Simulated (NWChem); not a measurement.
Molecule: BeHBr; SMILES [BeH][Br]

Computed with NWChem. Pople sets run with spherical d functions. STO-3G and 3-21G are far too small for this property and stand as cheap habits. Geometry: optimised at B3LYP/6-31G* (spherical d). Field at 589 nm.

**Question.** Order these runs by computing time, cheapest first, and give rough ratios: B3LYP/def2-TZVPD; B3LYP/def2-SVP; B3LYP/STO-3G.

**Answer.** B3LYP/STO-3G (1), B3LYP/def2-SVP (4), B3LYP/def2-TZVPD (30). Ratios are rough, from one shared machine; the cheapest took very roughly 2.5 core-seconds. What differs between the cheapest and the dearest: isotropic polarisability (bohr³) 15.0 → 40.4; anisotropy (bohr³) 18.9 → 13.2.
